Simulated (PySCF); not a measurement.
AlClHN, AlFHN, AlH2NO (calculated)

Calculation on a computer-drawn molecule: vertical ionisation energy to the stated ion spin, frozen-core CCSD(T) at the basis limit and cheaper methods, single-reference cases, UHF for radicals, no spin-orbit; all values are single points at the evaluated structure, the first of each entry, which is the reference or a displaced copy of it and isn't optimised; the reference structure only sets the zero of the energies above reference; triples share is (T) over the correlation energy. Program: PySCF 2.14.0.

Common to all runs: charge 0; multiplicity 1; ion multiplicity 2; diffuse functions no; basis cc-pV(n+d)Z; reference is the Hartree-Fock double-zeta minimum; best is HF at quadruple zeta + MP2 correlation extrapolated from triple and quadruple zeta + CCSD(T) minus MP2 at triple zeta; basis step is the size of the change from the same recipe one zeta lower.

(1) AlClHN

Evaluated structure:
```xyz
4
AlClHN
N     -0.3446    -1.7460     1.0944
Al     0.8519    -2.8075     1.0349
Cl     2.3392    -4.2665     0.9846
H     -1.1017    -1.0601     1.2522
```

Reference structure:
```xyz
4
AlClHN
N     -0.3544    -1.7216     1.1319
Al     0.8186    -2.7795     1.0456
Cl     2.3531    -4.1608     0.9344
H     -1.0893    -1.0611     1.1841
```

Results for AlClHN: ionisation energy best 8.987 eV; ionisation energy basis step 0.08843 eV; energy above reference best 0.4631 kcal/mol; energy above reference basis step 0.1372 kcal/mol; ionisation energy Koopmans at triple zeta 9.462 eV; ionisation energy EOM CCSD at triple zeta 8.827 eV; total energy HF triple zeta -756.5129 hartree; total energy CCSD(T) triple zeta -757.0247 hartree; total energy best -757.1035 hartree; T1 diagnostic at triple zeta 0.01682; D1 diagnostic at triple zeta 0.04308; ion T1 diagnostic at triple zeta 0.01203; ion D1 diagnostic at triple zeta 0.03066; ion spin squared at triple zeta 0.7603; triples share at triple zeta 0.04543; basis functions triple zeta 122; dipole magnitude HF at triple zeta 2.101 debye; dipole magnitude CCSD unrelaxed at triple zeta 1.548 debye; dipole magnitude PBE at triple zeta 1.386 debye; dipole magnitude r2SCAN at triple zeta 1.533 debye; dipole magnitude B3LYP at triple zeta 1.566 debye; dipole magnitude wB97X at triple zeta 1.753 debye.

Drawn bonds:
| atom | other atom | order |
| --- | --- | --- |
| 1 | 2 | 2 |
| 2 | 3 | 1 |
| 1 | 4 | 1 |

Triple zeta:
| method | ionisation energy (eV) | energy above reference (kcal/mol) |
| --- | --- | --- |
| HF | 7.02 | 1.943 |
| PBE | 8.9 | -0.1022 |
| r2SCAN | 8.703 | 0.5898 |
| B3LYP | 8.797 | 0.5947 |
| wB97X | 8.699 | 1.002 |
| MP2 | 8.978 | 0.3105 |
| CCSD | 8.595 | 0.7047 |
| CCSD(T) | 8.769 | 0.3889 |

(2) AlFHN

Evaluated structure:
```xyz
4
AlFHN
N      0.6760    -0.9195     0.4094
Al    -0.5829     0.0179     0.5850
F     -1.8841     0.9884     0.7670
H      1.4640    -1.5071     0.2985
```

Reference structure:
```xyz
4
AlFHN
N      0.6760    -0.9195     0.4094
Al    -0.5829     0.0179     0.5850
F     -1.8841     0.9884     0.7670
H      1.4640    -1.5071     0.2985
```

The calculation gives: ionisation energy best 9.259 eV; ionisation energy basis step 0.06701 eV; energy above reference best 0 kcal/mol; energy above reference basis step 0 kcal/mol; ionisation energy Koopmans at triple zeta 9.629 eV; ionisation energy EOM CCSD at triple zeta 9.068 eV; total energy HF triple zeta -396.4701 hartree; total energy CCSD(T) triple zeta -397.0283 hartree; total energy best -397.1213 hartree; T1 diagnostic at triple zeta 0.01633; D1 diagnostic at triple zeta 0.03881; ion T1 diagnostic at triple zeta 0.01396; ion D1 diagnostic at triple zeta 0.03261; ion spin squared at triple zeta 0.7595; triples share at triple zeta 0.03686; basis functions triple zeta 113; dipole magnitude HF at triple zeta 1.598 debye; dipole magnitude CCSD unrelaxed at triple zeta 1.203 debye; dipole magnitude PBE at triple zeta 1.043 debye; dipole magnitude r2SCAN at triple zeta 1.202 debye; dipole magnitude B3LYP at triple zeta 1.165 debye; dipole magnitude wB97X at triple zeta 1.39 debye.

Drawn bonds:
| atom | other atom | order |
| --- | --- | --- |
| 1 | 2 | 2 |
| 2 | 3 | 1 |
| 1 | 4 | 1 |

Triple zeta:
| method | ionisation energy (eV) | energy above reference (kcal/mol) |
| --- | --- | --- |
| HF | 7.343 | 0 |
| PBE | 9.191 | 0 |
| r2SCAN | 8.981 | 0 |
| B3LYP | 9.111 | 0 |
| wB97X | 8.979 | 0 |
| MP2 | 9.216 | 0 |
| CCSD | 8.881 | 0 |
| CCSD(T) | 9.037 | 0 |

(3) AlH2NO

Evaluated structure:
```xyz
5
AlH2NO
N      0.7102    -0.0970    -1.4551
Al    -0.0900     0.7033    -2.5453
O     -0.9239     1.4497    -3.6524
H      1.2977    -0.5776    -0.8750
H     -1.8546     1.4754    -4.1294
```

Reference structure:
```xyz
5
AlH2NO
N      0.7656    -0.1704    -1.4983
Al    -0.0801     0.6761    -2.5395
O     -0.9964     1.5302    -3.6287
H      1.3596    -0.6271    -0.8526
H     -1.8261     1.4117    -4.0566
```

Results for AlH2NO: ionisation energy best 8.649 eV; ionisation energy basis step 0.08416 eV; energy above reference best 10.44 kcal/mol; energy above reference basis step 0.02784 kcal/mol; ionisation energy Koopmans at triple zeta 9.017 eV; ionisation energy EOM CCSD at triple zeta 8.429 eV; total energy HF triple zeta -372.4385 hartree; total energy CCSD(T) triple zeta -372.9907 hartree; total energy best -373.0740 hartree; T1 diagnostic at triple zeta 0.0156; D1 diagnostic at triple zeta 0.03817; ion T1 diagnostic at triple zeta 0.01294; ion D1 diagnostic at triple zeta 0.03232; ion spin squared at triple zeta 0.7587; triples share at triple zeta 0.03908; basis functions triple zeta 127; dipole magnitude HF at triple zeta 4.328 debye; dipole magnitude CCSD unrelaxed at triple zeta 3.835 debye; dipole magnitude PBE at triple zeta 3.616 debye; dipole magnitude r2SCAN at triple zeta 3.816 debye; dipole magnitude B3LYP at triple zeta 3.795 debye; dipole magnitude wB97X at triple zeta 4.003 debye.

Drawn bonds:
| atom | other atom | order |
| --- | --- | --- |
| 1 | 2 | 2 |
| 2 | 3 | 1 |
| 1 | 4 | 1 |
| 3 | 5 | 1 |

Triple zeta:
| method | ionisation energy (eV) | energy above reference (kcal/mol) |
| --- | --- | --- |
| HF | 6.693 | 10.28 |
| PBE | 8.559 | 9.919 |
| r2SCAN | 8.349 | 9.636 |
| B3LYP | 8.47 | 9.607 |
| wB97X | 8.36 | 9.65 |
| MP2 | 8.577 | 10.55 |
| CCSD | 8.251 | 10.23 |
| CCSD(T) | 8.408 | 10.39 |

(4) AlH2NO

Evaluated structure:
```xyz
5
AlH2NO
N      0.7630    -0.1701    -1.5031
Al    -0.0960     0.6928    -2.5591
O     -1.0122     1.5480    -3.6470
H      1.3664    -0.6230    -0.8534
H     -1.8356     1.4321    -4.0742
```

Reference structure:
```xyz
5
AlH2NO
N      0.7656    -0.1704    -1.4983
Al    -0.0801     0.6761    -2.5395
O     -0.9964     1.5302    -3.6287
H      1.3596    -0.6271    -0.8526
H     -1.8261     1.4117    -4.0566
```

Results for AlH2NO: ionisation energy best 8.675 eV; ionisation energy basis step 0.08924 eV; energy above reference best -0.4125 kcal/mol; energy above reference basis step 0.002705 kcal/mol; ionisation energy Koopmans at triple zeta 9.045 eV; ionisation energy EOM CCSD at triple zeta 8.456 eV; total energy HF triple zeta -372.4542 hartree; total energy CCSD(T) triple zeta -373.0079 hartree; total energy best -373.0913 hartree; T1 diagnostic at triple zeta 0.01668; D1 diagnostic at triple zeta 0.04137; ion T1 diagnostic at triple zeta 0.01382; ion D1 diagnostic at triple zeta 0.03344; ion spin squared at triple zeta 0.76; triples share at triple zeta 0.03999; basis functions triple zeta 127; dipole magnitude HF at triple zeta 3.727 debye; dipole magnitude CCSD unrelaxed at triple zeta 3.23 debye; dipole magnitude PBE at triple zeta 3.052 debye; dipole magnitude r2SCAN at triple zeta 3.242 debye; dipole magnitude B3LYP at triple zeta 3.216 debye; dipole magnitude wB97X at triple zeta 3.424 debye.

Drawn bonds:
| atom | other atom | order |
| --- | --- | --- |
| 1 | 2 | 2 |
| 2 | 3 | 1 |
| 1 | 4 | 1 |
| 3 | 5 | 1 |

Triple zeta:
| method | ionisation energy (eV) | energy above reference (kcal/mol) |
| --- | --- | --- |
| HF | 6.696 | 0.4074 |
| PBE | 8.571 | -0.4594 |
| r2SCAN | 8.358 | -0.1868 |
| B3LYP | 8.48 | -0.1183 |
| wB97X | 8.362 | 0.08615 |
| MP2 | 8.615 | -0.48 |
| CCSD | 8.266 | -0.1939 |
| CCSD(T) | 8.43 | -0.3842 |

(5) AlH2NO

Evaluated structure:
```xyz
5
AlH2NO
N      0.7837    -0.0194    -1.4626
Al    -0.1850     0.7667    -2.5356
O     -0.9900     1.4961    -3.6008
H      1.3328    -0.6721    -0.7442
H     -1.7218     1.3359    -4.0372
```

Reference structure:
```xyz
5
AlH2NO
N      0.7656    -0.1704    -1.4983
Al    -0.0801     0.6761    -2.5395
O     -0.9964     1.5302    -3.6287
H      1.3596    -0.6271    -0.8526
H     -1.8261     1.4117    -4.0566
```

Results for AlH2NO: ionisation energy best 8.325 eV; ionisation energy basis step 0.08437 eV; energy above reference best 22.28 kcal/mol; energy above reference basis step 0.4201 kcal/mol; ionisation energy Koopmans at triple zeta 8.691 eV; ionisation energy EOM CCSD at triple zeta 8.079 eV; total energy HF triple zeta -372.4188 hartree; total energy CCSD(T) triple zeta -372.9716 hartree; total energy best -373.0552 hartree; T1 diagnostic at triple zeta 0.01659; D1 diagnostic at triple zeta 0.04314; ion T1 diagnostic at triple zeta 0.01271; ion D1 diagnostic at triple zeta 0.03411; ion spin squared at triple zeta 0.7621; triples share at triple zeta 0.04009; basis functions triple zeta 127; dipole magnitude HF at triple zeta 4.366 debye; dipole magnitude CCSD unrelaxed at triple zeta 3.734 debye; dipole magnitude PBE at triple zeta 3.49 debye; dipole magnitude r2SCAN at triple zeta 3.719 debye; dipole magnitude B3LYP at triple zeta 3.714 debye; dipole magnitude wB97X at triple zeta 3.984 debye.

Drawn bonds:
| atom | other atom | order |
| --- | --- | --- |
| 1 | 2 | 2 |
| 2 | 3 | 1 |
| 1 | 4 | 1 |
| 3 | 5 | 1 |

Triple zeta:
| method | ionisation energy (eV) | energy above reference (kcal/mol) |
| --- | --- | --- |
| HF | 6.295 | 22.62 |
| PBE | 8.234 | 22.43 |
| r2SCAN | 8.007 | 22.13 |
| B3LYP | 8.121 | 22.52 |
| wB97X | 7.987 | 22.92 |
| MP2 | 8.287 | 22.47 |
| CCSD | 7.9 | 22.6 |
| CCSD(T) | 8.079 | 22.4 |

(6) AlH2NO

Evaluated structure:
```xyz
5
AlH2NO
N      0.7837    -0.0194    -1.4626
Al    -0.1850     0.7667    -2.5356
O     -0.9900     1.4961    -3.6008
H      1.3328    -0.6721    -0.7442
H     -1.6230     1.3575    -3.9783
```

Reference structure:
```xyz
5
AlH2NO
N      0.7656    -0.1704    -1.4983
Al    -0.0801     0.6761    -2.5395
O     -0.9964     1.5302    -3.6287
H      1.3596    -0.6271    -0.8526
H     -1.8261     1.4117    -4.0566
```

It finds ionisation energy best 8.371 eV; ionisation energy basis step 0.08335 eV; energy above reference best 59.52 kcal/mol; energy above reference basis step 1.043 kcal/mol; ionisation energy Koopmans at triple zeta 8.731 eV; ionisation energy EOM CCSD at triple zeta 8.127 eV; total energy HF triple zeta -372.3623 hartree; total energy CCSD(T) triple zeta -372.9113 hartree; total energy best -372.9958 hartree; T1 diagnostic at triple zeta 0.0165; D1 diagnostic at triple zeta 0.04327; ion T1 diagnostic at triple zeta 0.01243; ion D1 diagnostic at triple zeta 0.03374; ion spin squared at triple zeta 0.7622; triples share at triple zeta 0.03951; basis functions triple zeta 127; dipole magnitude HF at triple zeta 4.149 debye; dipole magnitude CCSD unrelaxed at triple zeta 3.525 debye; dipole magnitude PBE at triple zeta 3.282 debye; dipole magnitude r2SCAN at triple zeta 3.514 debye; dipole magnitude B3LYP at triple zeta 3.501 debye; dipole magnitude wB97X at triple zeta 3.781 debye.

Drawn bonds:
| atom | other atom | order |
| --- | --- | --- |
| 1 | 2 | 2 |
| 2 | 3 | 1 |
| 1 | 4 | 1 |
| 3 | 5 | 1 |

Triple zeta:
| method | ionisation energy (eV) | energy above reference (kcal/mol) |
| --- | --- | --- |
| HF | 6.344 | 58.11 |
| PBE | 8.285 | 61.41 |
| r2SCAN | 8.055 | 59.86 |
| B3LYP | 8.172 | 60.33 |
| wB97X | 8.034 | 60.67 |
| MP2 | 8.337 | 60.46 |
| CCSD | 7.949 | 60.14 |
| CCSD(T) | 8.127 | 60.24 |

(7) AlH2NO

Evaluated structure:
```xyz
5
AlH2NO
N      0.7837    -0.0194    -1.4626
Al    -0.1850     0.7667    -2.5356
O     -0.9900     1.4961    -3.6008
H      1.3328    -0.6721    -0.7442
H     -1.7682     1.3257    -4.0649
```

Reference structure:
```xyz
5
AlH2NO
N      0.7656    -0.1704    -1.4983
Al    -0.0801     0.6761    -2.5395
O     -0.9964     1.5302    -3.6287
H      1.3596    -0.6271    -0.8526
H     -1.8261     1.4117    -4.0566
```

Results for AlH2NO: ionisation energy best 8.304 eV; ionisation energy basis step 0.08486 eV; energy above reference best 17.44 kcal/mol; energy above reference basis step 0.2054 kcal/mol; ionisation energy Koopmans at triple zeta 8.671 eV; ionisation energy EOM CCSD at triple zeta 8.056 eV; total energy HF triple zeta -372.4249 hartree; total energy CCSD(T) triple zeta -372.9796 hartree; total energy best -373.0629 hartree; T1 diagnostic at triple zeta 0.01667; D1 diagnostic at triple zeta 0.04311; ion T1 diagnostic at triple zeta 0.01288; ion D1 diagnostic at triple zeta 0.03434; ion spin squared at triple zeta 0.7621; triples share at triple zeta 0.04038; basis functions triple zeta 127; dipole magnitude HF at triple zeta 4.472 debye; dipole magnitude CCSD unrelaxed at triple zeta 3.835 debye; dipole magnitude PBE at triple zeta 3.589 debye; dipole magnitude r2SCAN at triple zeta 3.818 debye; dipole magnitude B3LYP at triple zeta 3.815 debye; dipole magnitude wB97X at triple zeta 4.082 debye.

Drawn bonds:
| atom | other atom | order |
| --- | --- | --- |
| 1 | 2 | 2 |
| 2 | 3 | 1 |
| 1 | 4 | 1 |
| 3 | 5 | 1 |

Triple zeta:
| method | ionisation energy (eV) | energy above reference (kcal/mol) |
| --- | --- | --- |
| HF | 6.271 | 18.8 |
| PBE | 8.21 | 16.84 |
| r2SCAN | 7.983 | 17.09 |
| B3LYP | 8.097 | 17.43 |
| wB97X | 7.964 | 17.97 |
| MP2 | 8.262 | 17.41 |
| CCSD | 7.877 | 17.74 |
| CCSD(T) | 8.056 | 17.39 |

(8) AlH2NO

Evaluated structure:
```xyz
5
AlH2NO
N      0.7837    -0.0194    -1.4626
Al    -0.1850     0.7667    -2.5356
O     -0.9900     1.4961    -3.6008
H      1.3328    -0.6721    -0.7442
H     -1.8104     1.3165    -4.0901
```

Reference structure:
```xyz
5
AlH2NO
N      0.7656    -0.1704    -1.4983
Al    -0.0801     0.6761    -2.5395
O     -0.9964     1.5302    -3.6287
H      1.3596    -0.6271    -0.8526
H     -1.8261     1.4117    -4.0566
```

Results for AlH2NO: ionisation energy best 8.284 eV; ionisation energy basis step 0.08528 eV; energy above reference best 17.25 kcal/mol; energy above reference basis step 0.05128 kcal/mol; ionisation energy Koopmans at triple zeta 8.654 eV; ionisation energy EOM CCSD at triple zeta 8.035 eV; total energy HF triple zeta -372.4236 hartree; total energy CCSD(T) triple zeta -372.9801 hartree; total energy best -373.0632 hartree; T1 diagnostic at triple zeta 0.01675; D1 diagnostic at triple zeta 0.04312; ion T1 diagnostic at triple zeta 0.01305; ion D1 diagnostic at triple zeta 0.03459; ion spin squared at triple zeta 0.7621; triples share at triple zeta 0.04065; basis functions triple zeta 127; dipole magnitude HF at triple zeta 4.572 debye; dipole magnitude CCSD unrelaxed at triple zeta 3.927 debye; dipole magnitude PBE at triple zeta 3.679 debye; dipole magnitude r2SCAN at triple zeta 3.908 debye; dipole magnitude B3LYP at triple zeta 3.908 debye; dipole magnitude wB97X at triple zeta 4.174 debye.

Drawn bonds:
| atom | other atom | order |
| --- | --- | --- |
| 1 | 2 | 2 |
| 2 | 3 | 1 |
| 1 | 4 | 1 |
| 3 | 5 | 1 |

Triple zeta:
| method | ionisation energy (eV) | energy above reference (kcal/mol) |
| --- | --- | --- |
| HF | 6.25 | 19.61 |
| PBE | 8.189 | 15.99 |
| r2SCAN | 7.963 | 16.72 |
| B3LYP | 8.075 | 17.01 |
| wB97X | 7.943 | 17.73 |
| MP2 | 8.24 | 17.07 |
| CCSD | 7.856 | 17.59 |
| CCSD(T) | 8.034 | 17.1 |
